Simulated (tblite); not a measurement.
Species: C₅H₄FO₂ (doublet state).
SMILES with atom numbers: `[OH:1][C:2]1[CH:3]=[CH:4][O:5][C:6]([F:7])=[CH:8]1` (hydrogens: H9 on O1; H10 on C3; H11 on C4; H12 on C8)

Computed geometry: GFN2-xTB, gas phase. This method treats the open shell by occupation alone, without spin polarisation.

Give the optimised bond lengths and angles.

| bond | length (pm) |
| --- | --- |
| O1–C2 | 136.4 |
| C2–C3 | 140.8 |
| C3=C4 | 135.3 |
| C4–O5 | 139.4 |
| O5–C6 | 135.6 |
| C6–F7 | 133.6 |
| C6=C8 | 134.7 |
| C2–C8 | 142.1 |
| O1–H9 | 96.4 |
| C3–H10 | 107.6 |
| C4–H11 | 107.4 |
| C8–H12 | 107.8 |

A selection of angles:
| angle | degrees |
| --- | --- |
| C2–O1–H9 | 109.7 |
| O1–C2–C3 | 120.0 |
| O1–C2–C8 | 123.2 |
| C3–C2–C8 | 116.8 |
| C2–C3–C4 | 120.6 |
| C2–C3–H10 | 119.4 |
| C4–C3–H10 | 120.0 |
| C3–C4–O5 | 123.3 |
| C3–C4–H11 | 125.6 |
| O5–C4–H11 | 111.2 |
| C4–O5–C6 | 114.5 |
| O5–C6–F7 | 111.1 |
| O5–C6–C8 | 126.4 |
| F7–C6–C8 | 122.5 |
| C6–C8–H12 | 119.3 |
| C2–C8–C6 | 118.5 |
| C2–C8–H12 | 122.1 |

Torsions: O1–C2–C3–C4 180° (antiperiplanar); C2–C3–C4–O5 0° (synperiplanar); C3–C4–O5–C6 0° (synperiplanar); C4–O5–C6–F7 180° (antiperiplanar); O5–C6–C8–C2 0° (synperiplanar); O1–C2–C8–C6 180° (antiperiplanar); H9–O1–C2–C3 180° (antiperiplanar).

O5 (oxygen bonded to 2 C) is bent (angle 114.5°). C3 (carbon bonded to 2 C and H) is planar (angles 120.6°, 120.0° and 119.4°, sum 360.0°, 0.00 Å off the plane of its three neighbours). The 6-membered ring C2–C3–C4–O5–C6–C8 has internal angles of 114.5° to 126.4°; it is planar, 0.00 Å rms from its mean plane, widest ring torsion 0°. Of the pairs four or more bonds apart, H9···H12 is among the closest relative to their van der Waals radii: 2.38 Å, 99 % of the sum of Bondi's values. C4 (carbon bonded to C, O and H) is planar (angles 125.6°, 123.3° and 111.2°, sum 360.0°, 0.00 Å off the plane of its three neighbours). C2 (carbon bonded to 2 C and O) is planar (angles 123.2°, 120.0° and 116.8°, sum 360.0°, 0.00 Å off the plane of its three neighbours). The C–C distances run from 1.347 Å (C6=C8, drawn double in one of several resonance forms) to 1.421 Å (C2–C8, drawn single in one of several resonance forms), a spread of 0.074 Å.

Point group: Cs (tolerance 0.08 Å). Its GFN2-xTB frequencies are all real (lowest 124 cm⁻¹). Torsions: H–O1–C2–C3 180°.

On Intel Xeon at 2.60 GHz, one thread, on a shared host, this took 0.32 s wall. That covers the optimisation of the geometry.

One conformer stands for the species.
